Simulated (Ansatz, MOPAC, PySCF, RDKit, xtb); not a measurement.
Torsion H4–S1–Si2–I3 in HISSi (SMILES S[Si]I); at each angle all else is relaxed with GFN2-xTB, and the levels are single points there.
Geometry at 180° (charge 0, multiplicity 1):
```xyz
4

S     -1.305     0.447     0.499
Si     0.623     0.941    -0.373
I      1.130     2.977     0.960
H     -1.507    -0.630    -0.250
```

| level | energy at 270° less that at 180° (kcal/mol) | cost |
|---|---|---|
| MMFF94 | -0.93 | - |
| UFF | 33.67 | - |
| GFN-FF | 0.40 | - |
| AM1 | 10.74 | - |
| PM3 | 8.10 | - |
| PM7 | -4.73 | - |
| GFN1-xTB | 7.04 | - |
| GFN2-xTB | 4.35 | - |
| HF/def2-SVP | 12.44 | - |
| HF/def2-TZVPP | 12.29 | - |
| HF/def2-QZVPP | 12.23 | - |
| SVWN5/def2-TZVPP | 12.53 | ×0.7 |
| PBE/def2-TZVPP | 12.20 | ×1 |
| PBE-D3(BJ)/def2-TZVPP | 12.19 | ×1 |
| PBE-D4/def2-TZVPP | 12.22 | ×1 |
| BLYP/def2-TZVPP | 11.85 | ×1 |
| BLYP-D3(BJ)/def2-TZVPP | 11.87 | ×1 |
| BLYP-D4/def2-TZVPP | 11.92 | ×1 |
| r2SCAN/def2-TZVPP | 12.94 | ×2 |
| r2SCAN-D3(BJ)/def2-TZVPP | 12.93 | ×2 |
| r2SCAN-D4/def2-TZVPP | 12.94 | ×2 |
| B3LYP/3-21G | 11.56 | - |
| B3LYP/LANL2DZ | 11.99 | - |
| B3LYP-D3(BJ)/def2-TZVPP | 12.08 | ×2 |
| B3LYP-D4/def2-TZVPP | 12.10 | ×2 |
| PBE0/def2-TZVPP | 12.40 | ×2 |
| PBE0-D3(BJ)/def2-TZVPP | 12.38 | ×2 |
| PBE0-D4/def2-TZVPP | 12.40 | ×2 |
| M06-2X/def2-TZVPP | 12.26 | - |
| wB97M-V/def2-TZVPP | 12.30 | ×4 |
| MP2/def2-SVP | 13.50 | - |
| MP2/def2-QZVPP | 12.74 | - |
| MP2/CBS(def2-TZVPP, def2-QZVPP) | 12.71 | - |
| SCS-MP2/def2-TZVPP | 12.62 | - |
| SCS-MP2/def2-QZVPP | 12.50 | - |
| CCSD/def2-TZVPP | 12.15 | - |
| CCSD/def2-QZVPP | 12.04 | - |
| CCSD(T)/def2-SVP | 13.05 | ×1 |
| CCSD(T)/def2-QZVPP | 12.16 | ×400* |
| CCSD(T)/CBS(def2-TZVPP, def2-QZVPP) | 12.12 | ×400* |

The rows run from -4.73 (PM7) to 33.67 kcal/mol (UFF). In def2-QZVPP the value moves HF 12.23, MP2 12.74, CCSD 12.04, CCSD(T) 12.16, a shift of -0.06 from HF to CCSD(T). From def2-SVP to def2-QZVPP CCSD(T) changes by -0.89. The dispersion term adds -0.01 in PBE-D3(BJ), 0.02 in PBE-D4, 0.01 in BLYP-D3(BJ). The 7 functionals in def2-TZVPP without D3 or D4 span 1.09, from BLYP to r2SCAN.

On the grid 0° to 330°, 270° is the highest and 180° the lowest point at CCSD(T)/CBS(def2-TZVPP, def2-QZVPP).

Cores are frozen in the correlated methods. Filled d and f shells under p-block atoms count as core. CBS(a, b) extrapolates the correlation energy as X⁻³ and adds the Hartree–Fock energy of set b. Rows in 3-21G, LANL2DZ carry no dispersion term and start afresh at each structure; the Pople sets are all-electron and without relativity. LANL2DZ brings its own core potentials from Na on. The state that AM1, PM3, PM7 reach isn't checked; PM7 holds dispersion and hydrogen-bond terms.

Codes used: Ansatz (a quantum-chemistry and plane-wave program); MOPAC for AM1, PM3, PM7 (differences of heats of formation); PySCF for 3-21G rows, LANL2DZ rows, M06-2X, the dispersion terms; RDKit for the force fields; xtb for the GFN methods.  In def2 rows elements past Kr take small-core potentials, without spin–orbit coupling.

Costs are rough ratios of core time to PBE/def2-TZVPP (about 2.2 s over the structures, on one shared machine); a dash marks a level with no comparable run of its own. A star marks coupled-cluster runs past 200 virtual orbitals, where the program's memory plan changes under this machine's limit, so their costs aren't comparable with smaller runs.
